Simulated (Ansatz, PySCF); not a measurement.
Reaction (SMILES): NC1CCC1 → NC1[CH]CC1 + H atom (the C-H bond at the site shown breaks; other sites are not compared here)
Structures are relaxed separately at B3LYP-D3(BJ)/def2-TZVP in Ansatz (a first-principles code), one conformer each, not searched for the lowest. Frequencies are from Ansatz or PySCF.

Wanted: bond dissociation energy (0 K, with B3LYP-D3(BJ) harmonic zero-point energies), in kcal/mol. Correlated levels leave the core frozen unless marked. Open shells are spin-unrestricted. Spin-orbit coupling is left out. No relativistic terms. Basis-set limits of correlation are two-point, X^-3; Hartree-Fock from the larger set. [CCSD(T)-MP2]/basis is that difference in the basis named.

```tsv
level	program	bond dissociation energy (kcal/mol)
HF/cc-pVTZ	Ansatz	74.1
PBE0/def2-TZVP	Ansatz	94.4
```

### Question
What does RI-MP2/CBS(cc-pVTZ,cc-pVQZ)+[CCSD(T)-MP2]/cc-pVTZ (Ansatz) give?

### Answer
100.3 kcal/mol, so PBE0/def2-TZVP differs from it by -5.9 kcal/mol.
